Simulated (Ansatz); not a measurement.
Start from `NB[SeH]` and change one atom or group to get `NB(O)[SeH]`.

Ansatz, PBE0-D4/def2-TZVP geometries, multiplicity 1. Each molecule was computed in one conformer, which needn't be the lowest.

Scalar relativity is left out up to krypton.

```tsv
property	`NB[SeH]`
size of the dipole moment (PBE/def2-TZVPP) / D	1.95
ideal-gas entropy at 298 K and 1 bar (rigid rotor, harmonic PBE0-D4/def2-TZVP) / J/(mol·K)	290
HOMO energy (B3LYP/def2-TZVPP) / eV	-6.58
HOMO–LUMO gap (PBE0/def2-TZVPP) / eV	7.07
HOMO–LUMO gap (B3LYP/def2-TZVPP) / eV	6.52
HOMO energy (PBE0/def2-TZVPP) / eV	-6.82
```

Question: What does the change do to each property? (Estimate.)

Answer: Computed: 
```
                                                                                  property  `NB(O)[SeH]`  shift
                                            size of the dipole moment (PBE/def2-TZVPP) / D          3.70   1.75
ideal-gas entropy at 298 K and 1 bar (rigid rotor, harmonic PBE0-D4/def2-TZVP) / J/(mol·K)           319     29
                                                       HOMO energy (B3LYP/def2-TZVPP) / eV         -6.42   0.16
                                                      HOMO–LUMO gap (PBE0/def2-TZVPP) / eV          6.85  -0.22
                                                     HOMO–LUMO gap (B3LYP/def2-TZVPP) / eV          6.26  -0.26
                                                        HOMO energy (PBE0/def2-TZVPP) / eV         -6.66   0.16
```

With PBE0 the HOMO rises by 0.16 eV and the LUMO falls by 0.06 eV, so the gap narrows by about 0.22 eV. PBE moves the HOMO by 0.19 eV and ωB97M-V by 0.13 eV. The zero-point energy changes by 14.6 kJ/mol with +3 modes. Dipoles are sizes alone; their direction can turn.

B3LYP here is the variant with VWN-RPA as its local correlation; programs differ in this.

Spin–orbit coupling is left out; it splits and shifts lone-pair levels of the heavy atoms by tenths of an eV.
